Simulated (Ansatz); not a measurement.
`C[O][AlH][SH]` + `SBBCl` → `C[O][AlH][BH]S` + `SBCl`  (redistribution)

Gas-phase electronic energies from Ansatz, PBE0-D4/def2-TZVP geometries. CCSD(T)/CBS is the MP2 limit (def2-TZVPP, def2-QZVPP) plus CCSD(T) − MP2 in def2-TZVPP, frozen cores. This one scheme is used for every species. DFT in def2-TZVPP. B3LYP here is the variant with VWN-RPA as its local correlation; programs differ in this. Each species was taken in one conformer, which may not be the lowest.

| level | ΔE (kcal/mol) | difference from CCSD(T)/CBS |
| --- | --- | --- |
| PBE-D4 | 7.9 | -2.4 |
| B3LYP-D4 | 10.2 | -0.1 |
| PBE0 | 9.5 | -0.8 |
| HF/def2-TZVPP | 14.1 | 3.8 |
| MP2/def2-TZVPP | 10.1 | -0.2 |
| SCS-MP2/def2-TZVPP | 10.4 | 0.1 |
| HF/def2-QZVPP | 14.2 | 3.9 |
| SCS-MP2/def2-QZVPP | 10.8 | 0.5 |
| HF/CBS(def2) | 14.2 | 3.9 |
| CCSD/CBS(def2) | 11.2 | 0.9 |
| CCSD(T)/CBS | 10.3 | 0 |

Largest T1 diagnostic among the species: 0.015.

From PBE to PBE0 (25 % exact exchange), in def2-TZVPP and without D4, ΔE moves by +1.3 kcal/mol. In def2-TZVPP, CCSD(T) changes the Hartree–Fock value by −4.3 kcal/mol (the triples alone add −0.9 kcal/mol) and MP2 by −4.0 kcal/mol.
